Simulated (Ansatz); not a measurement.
`F[SiH](Cl)Cl` → F• + `Cl[SiH]Cl`• at 700 K and 1 bar (homolysis of the F–Si bond).

Computed with Ansatz on PBE0-D4/def2-TZVP structures; ΔE is electronic, products minus reactants. CCSD(T)/CBS adds triple-zeta CCSD(T) − MP2 to the extrapolated MP2 energy (def2 sets, frozen cores). This one scheme is used for every species, atoms too. No spin–orbit coupling; open shells (•) take unrestricted orbitals. Spin–orbit coupling would lower the free atoms: a little for F.

| species | CCSD(T)/CBS energy (Eh) | H − E (kJ/mol) | S (J/(mol·K)) |
| --- | --- | --- | --- |
| `F[SiH](Cl)Cl` | -1309.19911 | 90.0 | 382.9 |
| F• | -99.66871 | 14.6 | 178.2 |
| `Cl[SiH]Cl`• | -1209.27657 | 69.0 | 352.7 |

H − E and S are ideal-gas, rigid-rotor, harmonic terms from PBE0-D4/def2-TZVP, with the whole ground term of open shells counted as degenerate. 1 Eh = 2625.50 kJ/mol, R = 8.31446 J/(mol·K).

Q: By hand: ΔE, ΔH, ΔS and ΔG.

A: ΔE = (-99.66871) + (-1209.27657) − (-1309.19911) = 0.25383 Eh = 666.4 kJ/mol. Δ(H − E) = 14.6 + 69.0 − 90.0 = -6.4, so ΔH = 660.0 kJ/mol. ΔS = 178.2 + 352.7 − 382.9 = 148.0 J/(mol·K). ΔG = 660.0 − 700 × (148.0)/1000 = 556.4 kJ/mol.

Q: By hand: the equilibrium constant, and the temperature at which ΔG would vanish if ΔH and ΔS stayed fixed.

A: log₁₀ K = −ΔG/(RT ln 10) = -41.5. ΔG = 0 at ΔH/ΔS = 4459 K, far beyond where these terms or the molecules hold.

The number of gas molecules changes by +1, which sets the sign of ΔS. A doubt of 5 kJ/mol in ΔE shifts log₁₀ K by 0.4 here. These are equilibria of isolated gas molecules and say nothing of rates. Largest T1 diagnostic: 0.012 (customary marks: 0.02 for closed shells, 0.045 for open ones).
